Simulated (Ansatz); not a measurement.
Cost and result for the atomization energy of C$_{7}$H$_{16}$O (`CCCC(O)CCC`) (24 atoms, 23 bonds).

Cartesian coordinates in Å:
```
C 3.1843 -1.5293 -0.2036
C 1.8444 -0.9784 0.2542
C 0.7401 -1.2295 -0.7613
C -0.6528 -0.7719 -0.3418
O -1.1361 -1.5170 0.7665
C -0.7500 0.7253 -0.0880
C -2.1765 1.2125 0.1027
C -2.2560 2.6955 0.4187
H 3.4970 -1.0673 -1.1442
H 3.1285 -2.6085 -0.3704
H 3.9688 -1.3457 0.5340
H 1.5806 -1.4434 1.2120
H 1.9409 0.0949 0.4472
H 0.6879 -2.3025 -0.9751
H 0.9989 -0.7349 -1.7053
H -1.3439 -1.0256 -1.1536
H -0.5968 -1.2944 1.5306
H -0.2847 1.2593 -0.9256
H -0.1565 0.9800 0.8003
H -2.7509 0.9972 -0.8058
H -2.6460 0.6317 0.9018
H -3.2901 3.0240 0.5452
H -1.7187 2.9314 1.3420
H -1.8124 3.2966 -0.3806
```

Total charge 0; spin multiplicity 1. The structure was optimised at the PBE0-D4/def2-TZVP level. It is one conformer, not always the lowest. Program: Ansatz. All runs use 4 threads of an AMD EPYC 7R13 on a shared host and a share of an NVIDIA H100 80 GB. Times are those of one run each, without the atoms' runs, and a repeat can differ threefold. Electronic energies, without spin–orbit coupling; frozen cores. CCSD(T)/CBS adds CCSD(T) − MP2 in def2-TZVPP to the MP2 limit, and its time is that of the two runs behind it. T1 = 0.009. B3LYP takes the VWN-RPA correlation (the form of Gaussian; ORCA's B3LYP/G). HSE06 is the plane-wave form, built on full-range PBE exchange.

CCSD(T)/CBS is a level of theory with its own doubt, some kJ/mol a heavy atom from the limit and from the frozen cores, so smaller differences don't rank the functionals.

| level | functions | wall time |
| --- | --- | --- |
| BHLYP-D4/def2-TZVPP | 472 | 3.3 s |
| PBE-D4/def2-TZVPP (with forces) | 472 | 5 s |
| HSE06-D4/def2-TZVPP | 472 | 5.5 s |
| LDA (SPW92)/def2-TZVPP | 472 | 6 s |
| CCSD(T)/def2-SVP | 192 | 6.5 s |
| CAM-B3LYP-D4/def2-TZVPP | 472 | 6.5 s |
| ωB97X-V/def2-TZVPP | 472 | 7 s |
| B2PLYP/def2-TZVPP | 472 | 7.5 s |
| r2SCANh-D4/def2-TZVPP | 472 | 9.5 s |
| MP2/def2-QZVPP | 936 | 9.5 s |
| B3LYP-D4/def2-TZVPP (with forces) | 472 | 12 s |
| CCSD(T)/def2-TZVPP | 472 | 46 s |
| CCSD(T)/CBS(def2) | – | 55 s |

(1) What atomization energy does each give, and how far from CCSD(T)/CBS? (Best estimate.)

Results:

(1) Ansatz gave: 
```csv
level,atomization (kcal/mol),difference from CCSD(T)/CBS,per bond
BHLYP-D4/def2-TZVPP,2232.4,-53.0,-2.3
PBE-D4/def2-TZVPP (with forces),2326.1,40.7,1.8
HSE06-D4/def2-TZVPP,2300.2,14.8,0.6
LDA (SPW92)/def2-TZVPP,2597.3,311.9,13.6
CCSD(T)/def2-SVP,2200.2,-85.2,-3.7
CAM-B3LYP-D4/def2-TZVPP,2295.7,10.3,0.4
ωB97X-V/def2-TZVPP,2287.5,2.1,0.1
B2PLYP/def2-TZVPP,2261.8,-23.6,-1.0
r2SCANh-D4/def2-TZVPP,2280.1,-5.3,-0.2
MP2/def2-QZVPP,2288.5,3.1,0.1
B3LYP-D4/def2-TZVPP (with forces),2284.4,-1.0,0.0
CCSD(T)/def2-TZVPP,2237.2,-48.2,-2.1
CCSD(T)/CBS(def2),2285.4,0.0,0.0
```

The D4 term adds +18.1 kcal/mol with B3LYP and +9.8 kcal/mol with PBE0; it sums over pairs of atoms, weighted by their polarisabilities, and B3LYP, whose exchange is more repulsive, gets the larger term. In def2-TZVPP, CCSD(T) changes the Hartree–Fock value by +522.4 kcal/mol (the triples alone add +27.2 kcal/mol) and MP2 by +545.4 kcal/mol; breaking electron pairs costs correlation energy, which Hartree–Fock lacks. From BLYP to BHLYP (50 % exact exchange), in def2-TZVPP and without D4, the atomization energy moves by −26.5 kcal/mol: exact exchange takes away binding that semilocal exchange gives to molecules.
